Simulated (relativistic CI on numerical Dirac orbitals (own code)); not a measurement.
# One change at a time: Gd60+

Base calculation: Dirac-Coulomb-Breit CI, KLI orbitals optimised for each configuration, QED by a radiative potential, unscaled Slater integrals.

CI space (outside the closed core 1s2): 2s2, 2s 2p, 2p2, 2p 3s, 2p 3p, 2s 3s, 2s 3p, 2s 3d, 2s 4s, 2s 4p, 2s 4d, 2s 4f, 2s 5s, 3s2, 2s 5p, 2s 5d, 2s 5f, 2s 5g, 3s 3p, 3p2. Levels of other configurations are missing.

Variants: (1) Breit term removed. Shifts of the energy above 2s2 1S_0, in eV, for the lowest level and the first level of each name with at least 55 % of one term (blank where a level changes its place among those of its configuration and J or its character, or is not in the variant):

```
      Level     Base    Δ(1)
   2s2 1S_0     0.00    0.00
2s 2p 3P°_0   134.93  -10.93
2s 2p 3P°_1   163.96   -7.97
   2p2 3P_0   386.56  -22.44
2s 2p 3P°_2   905.82   +3.25
2s 2p 1P°_1   982.92   +1.42
   2p2 3P_1  1121.15  -10.45
   2p2 1D_2  1138.63   -5.07
   2p2 3P_2  1902.67   +3.75
   2p2 1S_0  1960.94   -2.65
 2s 3s 3S_1  7889.76   +8.94
 2s 3s 1S_0  7917.18   +7.92
2s 3p 3P°_0  7954.62   +4.62
2s 3p 3P°_1  7955.40   +6.19
2p 3s 3P°_0  8059.68   -2.05
2p 3s 3P°_1  8059.99   -0.99
 2p 3p 3D_1  8098.58   -3.36
 2p 3p 3P_0  8142.99   -5.65
2s 3p 3P°_2  8181.77   +8.91
2s 3p 1P°_1  8189.86   +8.91
 2s 3d 3D_1  8211.85   +9.78
 2s 3d 3D_2  8215.98  +11.67
```

At this charge energies of transitions that change n are usually good to better than 1 %, and those within a shell (Δn = 0) to a few per cent.

Ionisation energy from the two ground configurations alone: base 13942.5 eV; Breit term removed 13954.2 eV. The NIST ASD value (theoretical) is 13943 eV.

LS names give the leading component of a level, which can be under half, so a name can repeat, a term be missing and a line seem to break the LS rules.
